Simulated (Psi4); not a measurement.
CH2NO (SMILES N[C]=O), doublet, geometry from GFN2-xTB; PBE0/6-31G* in Psi4.

The Psi4 input:
```
memory 2 GB

molecule {
0 2
O    -0.26239492    1.20792016   -0.01400583
C    -0.41467571    0.01679901    0.00061495
N     0.43485650   -0.99377497    0.01109142
H     0.09501155   -1.93993374    0.02313653
H     1.44820656   -0.86779678    0.00758046
}

set {
  basis 6-31g*
  reference uks
  scf_type pk
  puream true
  d_convergence 1e-8
  dft_radial_points 99
  dft_spherical_points 590
}

energy('pbe0')
print_variables()
```

What the program printed (banner, timings and long lists left out):

```
   => Loading Basis Set <=

    Name: 6-31G*
    Role: ORBITAL
    Keyword: BASIS

         ---------------------------------------------------------
                                   SCF
               by Justin Turney, Rob Parrish, Andy Simmonett
                          and Daniel G. A. Smith
                              UKS Reference
         ---------------------------------------------------------

  ==> Geometry <==

    Molecular point group: c1
    Full point group: C1

    Geometry (in Angstrom), charge = 0, multiplicity = 2:

       Center              X                  Y                   Z               Mass
    ------------   -----------------  -----------------  -----------------  -----------------
         O           -0.227667700999     1.144836023384    -0.013315786427    15.994914619570
         C           -0.379948490999    -0.046285126616     0.001304993573    12.000000000000
         N            0.469583719001    -1.056859106616     0.011781463573    14.003074004430
         H            0.129738769001    -2.003017876616     0.023826573573     1.007825032230
         H            1.482933779001    -0.930880916616     0.008270503573     1.007825032230

  Running in c1 symmetry.

  Rotational constants: A =      4.54062  B =      0.36870  C =      0.34101 [cm^-1]
  Rotational constants: A = 136124.24900  B =  11053.24123  C =  10223.12691 [MHz]
  Nuclear repulsion =   64.454176334761470

  Charge       = 0
  Multiplicity = 2
  Electrons    = 23
  Nalpha       = 12
  Nbeta        = 11

  ==> Algorithm <==

  SCF Algorithm Type is PK.
  DIIS enabled.
  MOM disabled.
  Fractional occupation disabled.
  Guess Type is SAD.
  Energy threshold   = 1.00e-06
  Density threshold  = 1.00e-08
  Integral threshold = 1.00e-12

  ==> Primary Basis <==

  Basis Set: 6-31G*
    Blend: 6-31G*
    Number of shells: 22
    Number of basis functions: 46
    Number of Cartesian functions: 49
    Spherical Harmonics?: true
    Max angular momentum: 2

  ==> DFT Potential <==

   => LibXC <=

    Version 7.1.2
    S. Lehtola, C. Steigemann, M. J. T. Oliveira, and M. A. L. Marques,  SoftwareX 7, 1–5 (2018) (10.1016/j.softx.2017.11.002)

   => Composite Functional: PBE0 <=

    PBE0 Hyb-GGA Exchange-Correlation Functional

    C. Adamo and V. Barone,  J. Chem. Phys. 110, 6158 (1999) (10.1063/1.478522)
    M. Ernzerhof and G. E. Scuseria,  J. Chem. Phys. 110, 5029 (1999) (10.1063/1.478401)

    Deriv               =              1
    GGA                 =           TRUE
    Meta                =          FALSE

    Exchange Hybrid     =           TRUE
    MP2 Hybrid          =          FALSE

   => Exchange Functionals <=

    0.7500   Perdew, Burke & Ernzerhof

   => Exact (HF) Exchange <=

    0.2500               HF

   => Correlation Functionals <=

    1.0000   Perdew, Burke & Ernzerhof

   => LibXC Density Thresholds  <==

    XC_HYB_GGA_XC_PBEH:  1.00E-15

   => Molecular Quadrature <=

    Radial Scheme          =       TREUTLER
    Pruning Scheme         =           NONE
    Nuclear Scheme         =       TREUTLER

    Blocking Scheme        =         OCTREE
    BS radius alpha        =              1
    Pruning alpha          =              1
    Radial Points          =             99
    Spherical Points       =            590
    Total Points           =         276665
    Total Blocks           =           2066
    Max Points             =            256
    Max Functions          =             46
    Weights Tolerance      =       1.00E-15

  ==> Integral Setup <==

  Using in-core PK algorithm.
   Calculation information:
      Number of atoms:                   5
      Number of AO shells:              22
      Number of primitives:             53
      Number of atomic orbitals:        49
      Number of basis functions:        46

      Integral cutoff                 1.00e-12
      Number of threads:                 1

  Performing in-core PK
  Using 1169642 doubles for integral storage.
  We computed 31803 shell quartets total.
  Whereas there are 32131 unique shell quartets.

  ==> DiskJK: Disk-Based J/K Matrices <==

    J tasked:                  Yes
    K tasked:                  Yes
    wK tasked:                  No
    Schwarz Cutoff:          1E-12

  Minimum eigenvalue in the overlap matrix is 8.0452596175E-03.
  Reciprocal condition number of the overlap matrix is 1.9252519141E-03.
    Using symmetric orthogonalization.

  ==> Pre-Iterations <==

  SCF Guess: Superposition of Atomic Densities via on-the-fly atomic UHF (no occupation information).

   -------------------------
    Irrep   Nso     Nmo
   -------------------------
     A         46      46
   -------------------------
    Total      46      46
   -------------------------

  ==> Iterations <==

                        Total Energy        Delta E     RMS |[F,P]|

   @UKS iter SAD:  -168.63434007247497   -1.68634e+02   0.00000e+00
   @UKS iter   1:  -168.88891623927077   -2.54576e-01   1.31592e-02 DIIS/ADIIS
   @UKS iter   2:  -168.76078093931585    1.28135e-01   1.82524e-02 DIIS/ADIIS
   @UKS iter   3:  -169.02375882939990   -2.62978e-01   4.47114e-03 DIIS/ADIIS
   @UKS iter   4:  -169.04079056282271   -1.70317e-02   1.08468e-03 DIIS/ADIIS
   @UKS iter   5:  -169.04171283603171   -9.22273e-04   3.26700e-04 DIIS/ADIIS
   @UKS iter   6:  -169.04182546718818   -1.12631e-04   4.29651e-05 DIIS
   @UKS iter   7:  -169.04182808264892   -2.61546e-06   1.13363e-05 DIIS
   @UKS iter   8:  -169.04182844861344   -3.65965e-07   3.50891e-06 DIIS
   @UKS iter   9:  -169.04182849702235   -4.84089e-08   1.37828e-06 DIIS
   @UKS iter  10:  -169.04182850520795   -8.18559e-09   3.65682e-07 DIIS
   @UKS iter  11:  -169.04182850581213   -6.04189e-10   1.11302e-07 DIIS
   @UKS iter  12:  -169.04182850584834   -3.62093e-11   2.42723e-08 DIIS
   @UKS iter  13:  -169.04182850584996   -1.62004e-12   1.08698e-08 DIIS
   @UKS iter  14:  -169.04182850584999   -2.84217e-14   2.72426e-09 DIIS
  Energy and wave function converged.

  ==> Post-Iterations <==

   Electrons on quadrature grid:
      Nalpha   =   11.9999999555 ; deviation = -4.445e-08
      Nbeta    =   10.9999999504 ; deviation = -4.963e-08
      Ntotal   =   22.9999999059 ; deviation = -9.408e-08

   @Spin Contamination Metric:   3.202631814E-03
   @S^2 Expected:                7.500000000E-01
   @S^2 Observed:                7.532026318E-01
   @S   Expected:                5.000000000E-01
   @S   Observed:                5.000000000E-01

    Orbital Energies [Eh]
    ---------------------

    Alpha Occupied:

[...]
    Alpha Virtual:

[...]
      46A      3.048547

    Beta Occupied:

[...]
    Beta Virtual:

[...]
    Final Occupation by Irrep:
              A
    DOCC [    11 ]
    SOCC [     1 ]
    NA   [    12 ]
    NB   [    11 ]

  @UKS Final Energy:  -169.04182850584999

   => Energetics <=

    Nuclear Repulsion Energy =             64.4541763347614705
    One-Electron Energy =                -357.5508455174787628
    Two-Electron Energy =                 140.3391157763618935
    DFT Exchange-Correlation Energy =     -16.2842750994946002
    Empirical Dispersion Energy =           0.0000000000000000
    VV10 Nonlocal Energy =                  0.0000000000000000
    Total Energy =                       -169.0418285058499919

  UHF NO Occupations:
  HONO-2 :   10  A 1.9996285
  HONO-1 :   11  A 1.9990445
  HONO-0 :   12  A 1.0000000
  LUNO+0 :   13  A 0.0009555
  LUNO+1 :   14  A 0.0003715
  LUNO+2 :   15  A 0.0001615
  LUNO+3 :   16  A 0.0000625

Computation Completed

Properties will be evaluated at   0.000000,   0.000000,   0.000000 [a0]

Properties computed using the SCF density matrix

 Multipole Moments:

 ------------------------------------------------------------------------------------
     Multipole            Electronic (a.u.)      Nuclear  (a.u.)        Total (a.u.)
 ------------------------------------------------------------------------------------

 L = 1.  Multiply by 2.5417464519 to convert [e a0] to [Debye]
 Dipole X            :         -0.8628471            1.5093734            0.6465263
 Dipole Y            :          1.3822324           -2.7418700           -1.3596376
 Dipole Z            :         -0.0149187            0.0299918            0.0150732
 Magnitude           :                                                    1.5056022

 ------------------------------------------------------------------------------------

  Variable Map:
  ----------------------------------------------------------------------------
[...]
  Array Variable Map:
  ----------------------------------------------------------------------------
[...]
[...]
```
